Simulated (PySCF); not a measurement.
## Exercise with solution: chemical shift, span and skew from a shielding tensor

CH5BrGe, SMILES [GeH2]([Br])[CH3]. Atoms are numbered in the order given.

```xyz
8

Ge     0.4469    -0.8722     0.0000
C     -1.1866    -1.9211     0.0000
Br    -0.1502     1.3715     0.0000
H      1.2910    -1.0974    -1.2654
H      1.2910    -1.0974     1.2654
H     -1.7814    -1.6884     0.8940
H     -0.9430    -2.9944     0.0000
H     -1.7814    -1.6884    -0.8940
```

Coordinates come from a PBE0-D3(BJ)/def2-SVP optimisation.

GIAO shieldings from PBE/pcSseg-1 in PySCF, non-relativistic, no solvent. The symmetric part of the tensor of C2 has the principal values 161.5, 175.0, 190.6 ppm. The same nucleus in TMS has σ = 182.0 ppm at this level (PySCF, at its B3LYP-D3(BJ)/def2-TZVP geometry). Without spin–orbit terms, shifts of atoms bonded to Cl or Br come out too high.

Question: Work out the isotropic shielding, the ¹³C shift against TMS, the span and the skew.

Answer: 
σ(iso) = (σ11 + σ22 + σ33)/3 = 175.7 ppm. δ = σ(ref) − σ(iso) = 182.0 − (175.7) = 6.3 ppm.
Span Ω = σ33 − σ11 = 29.1 ppm. Skew κ = 3(σ(iso) − σ22)/Ω = 0.07. Tumbling in solution averages the tensor to δ; in a static solid the shielding alone would spread this spin-1/2 line over Ω.
